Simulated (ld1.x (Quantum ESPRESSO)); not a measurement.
# u(r) = r·R(r): atom against pseudo-atom (samarium)

Columns: radius, all-electron u(r) and pseudo u(r) of the 5d shell (level -2.76 eV) of samarium in the configuration [Xe] 4f5 5d1 6s2 6p0; PBEsol, scalar-relativistic, TM scheme, ld1.x (Quantum ESPRESSO) 7.5.

```tsv
r (bohr)	all-electron	pseudo
0.198	0.1321	0.0035
0.395	-0.2099	0.0263
0.593	-0.2375	0.0815
0.790	-0.0449	0.1699
0.988	0.1799	0.2818
1.185	0.3622	0.3972
1.383	0.4901	0.4977
1.580	0.5686	0.5692
1.778	0.6097	0.6096
1.975	0.6235	0.6235
2.173	0.6191	0.6191
2.370	0.6030	0.6030
2.568	0.5796	0.5796
2.765	0.5526	0.5526
2.963	0.5235	0.5235
3.160	0.4939	0.4939
3.358	0.4643	0.4643
3.555	0.4353	0.4353
3.753	0.4070	0.4070
3.950	0.3797	0.3797
4.148	0.3534	0.3534
4.345	0.3284	0.3284
4.542	0.3046	0.3046
4.740	0.2818	0.2818
4.938	0.2603	0.2603
5.135	0.2401	0.2401
```

**Question.** How many radial nodes do the two functions have?

**Answer.** The all-electron 5d function has n − l − 1 = 2; the pseudo-wave has 0, since the states of the same l below it are removed with the core.

**Question.** At about which radius was the pseudo-wave matched?

**Answer.** 2.10 bohr. The columns agree to 0.0005 from 1.78 bohr on; several derivatives are matched, so the curves merge somewhat inside the radius.

**Question.** Is the pseudo-wave norm-conserving?

**Answer.** Yes: the TM scheme keeps the norm inside the radius equal to the all-electron one, which fixes the energy derivative of the logarithmic derivative at the level.
